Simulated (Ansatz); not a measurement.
C3H4O, SMILES `C=C[C]O` (excited triplet; C–C–C–O torsion 175°, C–C–O–H torsion 131°) (charge 0, multiplicity 3). This triplet is an excited state, 0.62 eV above the relaxed singlet at the level B3LYP/cc-pVTZ // PBE0-D3(BJ)/def2-TZVP (Ansatz, a quantum-chemistry and plane-wave program).

Cartesian coordinates (Å):
SMILES: C([C]O)=C
```xyz
8

C     -1.4142     0.1576     0.2844
C     -0.2467    -0.3135    -0.2704
C      0.9692     0.3146    -0.2201
O      2.1437    -0.1291    -0.6543
H     -1.4415     1.0993     0.8176
H     -2.3338    -0.4028     0.1916
H     -0.2585    -1.2674    -0.8014
H      2.5818     0.5414    -1.1913
```
Charge 0, spin multiplicity 3.

Frozen-core energies in 6-31g from Ansatz at a geometry from PBE0-D3(BJ)/def2-TZVP; the HF reference has <S^2> = 2.24 and the T1 diagnostic is 0.029.

| level | energy (Ha) |
|---|---|
| HF | -190.61195 |
| MP2 | -190.93686 |
| CCSD | -190.98063 |
| CCSD(T) | -190.98986 |

Task: Estimate the energies of CCSDT and CCSDT(Q), and give each level's difference from CCSDT(Q).

Result: 
```csv
level,energy (Ha),difference from CCSDT(Q) (mHa)
MP2,-190.93686,55.36
CCSD,-190.98063,11.59
CCSD(T),-190.98986,2.36
CCSDT,-190.99122,1.00
CCSDT(Q),-190.99222,0.00
```
